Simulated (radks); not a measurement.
Q: Hg V, configuration [Xe] 4f14 5d8. Method: scalar-relativistic Kohn-Sham, LDA (Slater exchange, Perdew-Wang correlation), spin-unpolarised, spherical densities, finite nucleus; Fermi nuclear charge, rms radius 5.4648 fm; computed with a radial shooting solver on a logarithmic mesh with Libxc functionals. Some entries of the table are withheld. Estimate them.

orbital,occ.,eigenvalue (Ry),<1/r> (bohr^-1)
1s,2,-6109.293,97.45
2s,2,-1086.078,22.87
2p,6,-937.8228,(1)
3s,2,-260.5881,8.476
3p,6,-217.7320,7.717
3d,10,-172.4610,7.258
4s,2,-60.17870,3.642
4p,6,(2),3.284
4d,10,-29.39566,2.947
5s,2,-12.42157,1.516
4f,14,-10.84325,2.536
5p,6,-8.58089,1.298
5d,8,-4.22693,0.9703

A: 
(1) 2p <1/r> (bohr^-1): 20.28
(2) 4p eigenvalue (Ry): -46.11538
